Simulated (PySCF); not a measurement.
Vertical excitations of a molecule C₄H₆BFO from PySCF 2.14.0 with TDA-PBE/def2-SVPD, as energy in eV (oscillator strength): 4.31 (0.019), 4.43 (0.000), 5.34 (0.003), 5.54 (0.095), 5.93 (0.001), 6.23 (0.000), 6.30 (0.057), 6.45 (0.000), 6.56 (0.000), 6.64 (0.056). Lowest triplet (TDA): 4.12 eV. The structure is a stationary point at B3LYP-D3(BJ)/def2-SVP. Other conformers were not sampled.

### Question
Which structure fits?
A) CB1OCC=C1F
B) OB1C=C(F)CC1
C) CB(O)C=C=CF
D) CC#CB(F)CO

### Answer
D, CC#CB(F)CO
